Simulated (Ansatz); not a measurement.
Mulliken charges of `N/C=N/BF` from PBE/def2-TZVPP in Ansatz (PBE0-D4/def2-TZVP geometry).

```tsv
atom	x (Å)	y (Å)	z (Å)	charge (e)
N1	-1.417	0.099	1.061	-0.200
C2	-0.362	-0.217	0.304	0.106
N3	0.330	0.661	-0.322	-0.210
B4	1.420	0.182	-1.088	0.173
F5	2.181	1.044	-1.756	-0.209
H6	-1.681	1.068	1.142	0.190
H7	-1.947	-0.601	1.544	0.183
H8	-0.151	-1.297	0.276	0.049
H9	1.715	-0.985	-1.179	-0.081
```

By hand: the dipole of these point charges (1 e Å = 4.8032 D).

Σ q r = (-0.856, -0.259, 0.675) e Å, of length 1.120 e Å = 5.38 D.

How does the dipole of the full density compare? (Estimate.)

The calculation gave: (-0.768, -0.412, 0.627) e Å, 5.16 D; the point charges give 1.04 times that, at 9° from its direction.

Point charges leave out the atoms' own dipoles, such as those of lone pairs, and Mulliken's split depends on the basis, so the close match here is no proof of good charges.
